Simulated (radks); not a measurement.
The hydrogen anion H-, [He], held by a Watson sphere: a shell of charge +1 at radius R that stands for the Madelung well of a crystal (potential energy -1/R inside, -1/r outside, in hartree with lengths in bohr). Calculated with a radial shooting solver on a logarithmic mesh with Libxc functionals: non-relativistic Kohn-Sham, r2SCAN, spin-polarised, spherical densities, point nucleus; meta-GGA in the generalised Kohn-Sham scheme.

R (bohr),e(1s) (eV),<r> 1s (bohr),sum of <r^2> (bohr^2),X-ray form factor at sin(theta)/lambda = 0.1 1/angstrom
1.39,-8.855,1.559,6.413,1.598
1.78,-7.692,1.708,7.712,1.531
2.38,-6.354,1.898,9.621,1.441
2.56,-6.027,1.947,10.17,1.418
2.7,-5.792,1.983,10.58,1.401
2.82,-5.601,2.012,10.92,1.387
2.97,-5.377,2.047,11.35,1.370
3.29,-4.941,2.115,12.21,1.339
3.32,-4.903,2.120,12.29,1.336
